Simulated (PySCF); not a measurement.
C5H11B.
Numbering: `[CH3:1][BH:2][CH2:3]/[CH:4]=[CH:5]\[CH3:6]` (hydrogens: H7, H8, H9 on C1; H10 on B2; H11, H12 on C3; H13 on C4; H14 on C5; H15, H16, H17 on C6)

A GFN2-xTB structure was refined with PBE0-D3(BJ)/def2-SVP geometry optimisation, gas phase in PySCF 2.14.0. Its GFN2-xTB values:

| coordinate | GFN2-xTB |
| --- | --- |
| C1–B2 | 1.571 Å |
| C1–H7 | 1.087 Å |
| B2–C3 | 1.580 Å |
| B2–H10 | 1.173 Å |
| C3–C4 | 1.497 Å |
| C3–H11 | 1.093 Å |
| C4=C5 | 1.325 Å |
| C4–H13 | 1.083 Å |
| C5–C6 | 1.495 Å |
| C5–H14 | 1.083 Å |
| C6–H15 | 1.087 Å |
| C1–B2–C3 | 120.2° |
| B2–C3–C4 | 115.4° |
| C3–C4–C5 | 127.2° |
| C4–C5–C6 | 126.8° |
| C1–B2–C3–C4 | 160° |
| B2–C3–C4–C5 | 92° |

**Question.** How do these coordinates change at the PBE0-D3(BJ)/def2-SVP level?

**Answer.** 
```csv
coordinate,PBE0-D3(BJ)/def2-SVP (Å or °),change
B2–H10,1.215,+0.042
C4=C5,1.340,+0.015
C4–H13,1.097,+0.014
C5–H14,1.096,+0.013
C1–H7,1.100,+0.013
C6–H15,1.099,+0.012
C3–H11,1.105,+0.012
B2–C3,1.571,-0.009
C1–B2,1.562,-0.009
C3–C4,1.494,-0.003
C5–C6,1.494,-0.001
B2–C3–C4,118.0,+2.6
C1–B2–C3,122.3,+2.1
C3–C4–C5,127.9,+0.7
C4–C5–C6,127.4,+0.6
B2–C3–C4–C5,100,+8
C1–B2–C3–C4,159,-1
```

The energy falls by 2.2 kcal/mol over 10 energy and gradient evaluations, the largest force component goes from 0.0252 to 3.7e-04 Eh/bohr, and the atoms move by 0.155 Å rms after alignment. The bond that changes most is B2–H10 (three-coordinate boron to B–H hydrogen), which lengthens by 0.042 Å. Bonds longer at the end by more than 0.005 Å: 12 of 16; shorter: 2. Among the dihedrals that turn most is H12–C3–C4–C5, from -27° to -15°. Rotational constants go from 8120, 1542, 1412 to 8609, 1462, 1356 MHz.

The run used 139 basis functions and 61 SCF cycles in all. Cost: about 3 min of CPU time on one thread; the machine was shared, so the figure is rough.

Stationary, but not proved a minimum. The numbers are those of one conformer.
